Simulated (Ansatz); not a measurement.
Reaction (ligand exchange at the Al–Br bond): `[CH3][Al]([Cl])[Br]` + CH₃NH₂ → `C[NH][Al]([CH3])[Cl]` + HBr

Gas-phase electronic energies from Ansatz, PBE0-D4/def2-TZVP geometries. CBS: MP2 limit from def2 TZ/QZ plus the TZ coupled-cluster correction, frozen cores. DFT in def2-TZVPP. For Br outer-core shells are correlated without core-valence functions, which leaves a few kJ/mol of doubt a bond. Scalar relativity is left out up to krypton. Each species was taken in one conformer, which may not be the lowest.

```tsv
level	ΔE (kJ/mol)
LDA (SPW92)	60.1
revPBE-D4	67.0
BLYP-D4	60.7
B97M-V	67.9
r2SCANh-D4	71.7
MP2/def2-TZVPP	69.4
SCS-MP2/def2-TZVPP	67.8
HF/def2-QZVPP	81.2
```

(1) What does CCSD(T)/CBS give? (Best estimate.)

Largest T1 diagnostic among the species: 0.010.

## Answers

(1) Computed: +71.1 kJ/mol. The listed levels differ from it by -11.0, -4.1, -10.4, -3.2, 0.6, -1.7, -3.3, 10.1 kJ/mol.

Leaving LDA and LC-ωPBE aside and taking each functional with its dispersion term where it has one, the values, not all of them listed here, spread over 14.3 kJ/mol, from BLYP-D4 to PBE-QIDH. LDA lies −10.2 kJ/mol from PBE without D4. From BLYP to BHLYP (50 % exact exchange), in def2-TZVPP and without D4, ΔE moves by +7.6 kJ/mol. At CCSD(T), def2-SVP lies −7.9 kJ/mol from the extrapolated value and def2-TZVPP −5.0 kJ/mol.
